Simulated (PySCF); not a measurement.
All values below come from PySCF 2.14.0 with TPSSh-D3(BJ)/def2-TZVP // PBE0-D3(BJ)/def2-SVP. Isolated molecules, 0 K electronic values unless said otherwise. One relaxed conformer stands for a flexible species; it need not be the lowest. Excitations are Tamm–Dancoff values on a coarser integration grid. The basis has no diffuse functions, so Rydberg states are missing or too high.

Reference species (SMILES): `C[O][Sn]([F])([O]C)[O]C` (neutral, multiplicity 1).

| Property | Result |
|---|---|
| S1 excitation (TDA) | 4.39 eV |
| HOMO | -7.42 eV |

Changed species: `C[O][Sn]([F])([F])[O]C` (C–O–Sn–F torsion 56°, F–Sn–O–C torsion -58°) (2 of 4 F replaced by OCH3; the reference has 3 of 4 F replaced by OCH3).

Task: What does the change do to the S1 excitation (TDA) and HOMO?

Result: the S1 excitation (TDA) drops by 0.21 eV, to 4.18 eV; the HOMO falls by 0.37 eV, to -7.79 eV.
